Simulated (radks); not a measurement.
Charge is removed step by step from the 3p3/2 level of Ag29+, starting from [Ne] 3s2 3p(1/2: 2, 3/2: 4). Calculated with a radial shooting solver on a logarithmic mesh with Libxc functionals: Dirac Kohn-Sham, PBEsol, spin-unpolarised, spherical densities, point nucleus.

| removed (e) | E - E(0) (eV) | eigenvalue (eV) | E minus straight line (eV) |
|---|---|---|---|
| 0 | 0.000 | -1715.4 | 0.000 |
| 0.25 | 431.03 | -1732.8 | -6.542 |
| 0.5 | 866.41 | -1750.2 | -8.729 |
| 0.75 | 1306.2 | -1767.7 | -6.552 |
| 1 | 1750.3 | -1785.2 | 0.000 |

Removing the whole electron costs 1750.3 eV by Delta-SCF, against 1715.4 eV from minus the eigenvalue at the starting occupation. Slater's transition state (half an electron removed) gives 1750.2 eV. Integrating minus the eigenvalue over the occupation (Janak's theorem) gives 1750.3 eV. The mean slope of the eigenvalue, de/dn, is 69.8 eV per electron. Ionisation energy of Ag29+ in the NIST Atomic Spectra Database: 1747 eV (semi-empirical).

Beside tabulated values, note that spin-unpolarised runs miss the spin-polarisation part of the exchange energy of open shells.
